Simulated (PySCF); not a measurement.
Si(Cl)2(H)(SeH) (Cl₂H₂SeSi), SMILES Cl[SiH](Cl)[SeH]. Coordinates come from a PBE-D3(BJ)/def2-SVP optimisation. This is a generated structure with no PubChem entry under its InChIKey; it may be hypothetical. Other conformers were not sampled.

Q: Give the equilibrium geometry at PBE-D3(BJ)/def2-SVP (PySCF confirms it by a frequency run) as a Z-matrix. (The exact figures need the calculation; the answer reports its results.)

A: One answer among several that fit: 
```
Si
H 1 1.4941
Cl 1 2.0693 2 109.14
Cl 1 2.0742 2 106.81 3 118.89
Se 1 2.2797 2 113.48 4 124.24
H 5 1.4878 1 91.42 2 -61.30
```
Charge 0, spin multiplicity 1.
